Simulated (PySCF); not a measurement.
Structure from NMR data

An unknown has the formula C8H11FSi. Its calculated NMR data are:

¹H NMR (400 MHz, computed): δ 5.28 (m, 1H), 4.94 (m, 1H), 2.19 (d, 1H), 1.79 (m, 1H), 1.77 (m, 1H), 1.43 (m, 1H), 1.29 (m, 1H), 0.62 (m, 1H), 0.56 (m, 1H), 0.12 (m, 1H), 0.07 (m, 1H).

¹³C{¹H} NMR (computed): δ 107.9 (CH), 95.7 (CH), 85.5 (C), 50.0 (CH), 21.9 (CH2), 16.6 (CH), 7.2 (CH2), 5.2 (CH2).

All values are calculated (PySCF): shieldings: GIAO PBE0/pcSseg-1, GFN2-xTB structure. No solvent model, a single conformation, no relativistic terms.

Referencing at the same level of theory: ¹H, ¹³C against TMS.

Which candidate is it?
A. C#C[Si@@H]1C[C@H](C2CC2)[C@@H]1F
B. F[C@@H]1CC[C@@H]1C1=CC=C[SiH2]1
C. CC#C[C@@H]1[SiH2][C@@H]2C[C@H]1[C@@H]2F

Answers

A. 

- The formula gives 4 degrees of unsaturation (2 rings in the answer).
- 8 carbon signals for 8 carbons: no two carbons are equivalent.
- Carbon types of the structure: 1 × C, 4 × CH, 3 × CH2, leaving 1 H on heteroatoms.
- δC 107.9: terminal alkyne carbon.
- δC 95.7: sp3 CH bonded to F and Si; pulled downfield by the heteroatom.
- δC 85.5: alkyne carbon; sp carbons lie upfield of alkene carbons because the cylindrical π system leaves one tensor component strongly shielded.
- δC 50.0: sp3 CH in a ring; aliphatic region, no heteroatom directly attached.
- δC 16.6, 7.2, 5.2: three-membered-ring carbon; carbons of three-membered rings are unusually shielded.

The others: CC#C[C@@H]1[SiH2][C@@H]2C[C@H]1[C@@H]2F would give 9 signals for carbon-bound and other non-exchanging H, not 11; F[C@@H]1CC[C@@H]1C1=CC=C[SiH2]1 has carbons computed at 156.2, 154.2, 150.1, 133.8, 89.9, 50.2, 30.7, 22.4, with a different DEPT pattern.

Splittings by ¹⁹F in the carbon and heteronuclear signals aren't shown, as no couplings were computed. Shifts are as computed. Against solution values, carbons near 30 ppm lie about +3 ppm off and those near 130 ppm about +5 ppm. Of 1309 compounds with measured shifts, 239 miss one by over three times the rms of a fit or turn the order of signals round; such compounds aren't used in these exercises. No couplings were computed; multiplicities are counted from neighbouring protons, with m where these are inequivalent, close in shift, in a saturated or five-membered ring or joined by F or P, and br s for small geminal =CH2 splittings.
